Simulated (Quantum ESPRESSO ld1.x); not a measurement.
Problem. Species: In36+. Configuration: [Ne] 3s2 3p1 (the NIST ground configuration). All-electron calculation, scalar-relativistic Kohn-Sham, LDA (Slater exchange, Perdew-Zunger correlation), spin-polarised, spherical densities, point nucleus; open shells are filled with parallel spins first. Program: ld1.x of Quantum ESPRESSO 7.5. Some entries of the table are withheld. Estimate them.

orbital  occ.  eigenvalue (hartree)  <r^2> (bohr^2)  r(max) (bohr)
1s up       1            -1097.4187        0.001195        0.01924
1s down     1            -1097.3308        0.001195        0.01923
2s up       1             -227.2512         0.01886         0.1079
2s down     1             -227.1660         0.01884         0.1079
2p up       3             -212.5524         0.01475        0.08612
2p down     3             -212.4530         0.01474        0.08613
3s up       1              -90.0993          0.1072         0.2911
3s down     1              -89.7928          0.1073         0.2911
3p up       1                   (1)          0.1017            (2)
3p down     0                   (3)          0.1018            (4)
3d up       0              -79.9906         0.07897         0.2223
3d down     0              -79.7227         0.07892         0.2218
4s up       0              -47.6606             (5)         0.5766
4s down     0              -47.5512             (6)         0.5775
4p up       0              -45.7705          0.3646         0.5739
4p down     0              -45.6619          0.3660         0.5750

Solution. 
(1) 3p up eigenvalue (hartree): -85.4978
(2) 3p up r(max) (bohr): 0.2796
(3) 3p down eigenvalue (hartree): -85.1902
(4) 3p down r(max) (bohr): 0.2795
(5) 4s up <r^2> (bohr^2): 0.3663
(6) 4s down <r^2> (bohr^2): 0.3676
